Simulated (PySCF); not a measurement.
## Electron correlation in Pd⁻ (palladium, charge -1)

[Kr] 4d10 5s1, 2S determinant. Computed with PySCF 2.14 in aug-cc-pVDZ-PP with ECP28MDF (5s5p4d2f, 54 functions), with a scalar-relativistic core potential. Frozen: 4s2 4p6; 11 electrons correlated.

| level | correlation energy (mhartree) |
| --- | --- |
| CCSD | -309.58 |
| (T) | -14.44 |
| CCSD(T) | -324.02 |

Diagnostics: T1 = 0.060, D1 = 0.2695, largest double amplitude 0.023.

T1 exceeds 0.03, a sign that the reference determinant is poor.

Cost of the coupled-cluster step: about 7 core-seconds, for 11 correlated electrons.
